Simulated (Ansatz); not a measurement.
A structure relaxed at PBE0-D4/def2-TZVP, charge 0, multiplicity 1:

```xyz
12

Si   -0.909    1.250    0.579
N    -0.088   -0.160    0.039
C    -0.017   -0.691   -1.311
S     1.358   -1.809   -0.861
C     1.063   -0.809    0.642
H    -2.236    1.280   -0.090
H    -1.049    1.150    2.055
H    -0.207    2.532    0.268
H     0.274    0.033   -2.081
H    -0.920   -1.219   -1.633
H     1.905   -0.145    0.869
H     0.827   -1.411    1.525
```

Question: Give its formula and SMILES.

Answer: C2H7NSSi, `[SiH3]N1CSC1`.

Question: Point group (tolerance 0.08 Å, 0.16 Å for H)?

Answer: Cs.

Question: Summarise the bond lengths by kind.

Answer: 1 × N–Si 1.719 Å; 3 × H–Si 1.486 to 1.494 Å; 2 × C–N 1.453 Å; 2 × C–S 1.829 Å; 4 × C–H 1.094 to 1.096 Å.

All numbers were calculated with Ansatz.
